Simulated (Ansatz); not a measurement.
`CC[Te]B(O)O` + H–F → `OB(O)F` + `CC[TeH]`  (ligand exchange at a B–Te bond)

Program: Ansatz. Geometries: PBE0-D4/def2-TZVP. ΔE: electronic, gas phase. CCSD(T)/CBS adds triple-zeta CCSD(T) − MP2 to the extrapolated MP2 energy (def2 sets, frozen cores). This one scheme is used for every species. DFT in def2-TZVPP. B3LYP here is the variant with VWN-RPA as its local correlation; programs differ in this. def2 core potentials past Kr. For Te outer-core shells are correlated without core-valence functions, which leaves a few kJ/mol of doubt a bond. Each species was taken in one conformer, which may not be the lowest.

`CC[Te]B(O)O`:

Cartesian coordinates in Å:
```
C -1.494 -0.918 0.672
C -0.555 0.050 1.361
Te -0.149 1.845 0.232
B 1.207 0.905 -1.189
O 1.589 -0.403 -1.130
O 1.690 1.695 -2.178
H -1.099 -1.262 -0.288
H -1.669 -1.800 1.298
H -2.458 -0.450 0.469
H 0.408 -0.402 1.610
H -0.977 0.413 2.300
H 1.215 -0.893 -0.395
H 2.292 1.221 -2.761
```

H–F:

Z-matrix (Å, degrees):
```
F
H 1 0.920
```

`OB(O)F`:

Z-matrix (Å, degrees):
```
B
O 1 1.352
F 1 1.333 2 117.9
O 1 1.360 2 121.6 3 180.0
H 2 0.960 1 112.5 3 -180.0
H 4 0.960 1 113.1 2 -180.0
```

`CC[TeH]`:

Cartesian coordinates in Å:
```
C 0.751 -0.501 -0.753
C 0.080 0.132 0.448
Te -1.972 0.607 -0.023
H 0.254 -1.427 -1.051
H 1.792 -0.745 -0.521
H 0.754 0.171 -1.614
H 0.566 1.063 0.736
H 0.065 -0.543 1.302
H -2.290 1.242 1.476
```

| level | ΔE (kcal/mol) | difference from CCSD(T)/CBS |
| --- | --- | --- |
| PBE-D4 | -21.7 | 0.8 |
| B3LYP-D4 | -25.5 | -3.0 |
| ωB97X-V | -25.3 | -2.8 |
| B2PLYP | -26.4 | -3.9 |
| r2SCAN | -25.7 | -3.2 |
| PBE0 | -24.9 | -2.4 |
| HF/def2-TZVPP | -34.3 | -11.8 |
| CCSD(T)/def2-TZVPP | -24.1 | -1.6 |
| MP2/def2-QZVPP | -20.6 | 1.9 |
| HF/CBS(def2) | -34.4 | -11.9 |
| CCSD(T)/CBS | -22.5 | 0 |

Largest T1 diagnostic among the species: 0.012.

From PBE to PBE0 (25 % exact exchange), in def2-TZVPP and without D4, ΔE moves by −1.2 kcal/mol. The D4 term adds +3.1 kcal/mol with B3LYP and +1.8 kcal/mol with PBE0; it sums over pairs of atoms, weighted by their polarisabilities, and B3LYP, whose exchange is more repulsive, gets the larger term. In def2-TZVPP, CCSD(T) changes the Hartree–Fock value by +10.2 kcal/mol (the triples alone add +1.8 kcal/mol) and MP2 by +12.8 kcal/mol.
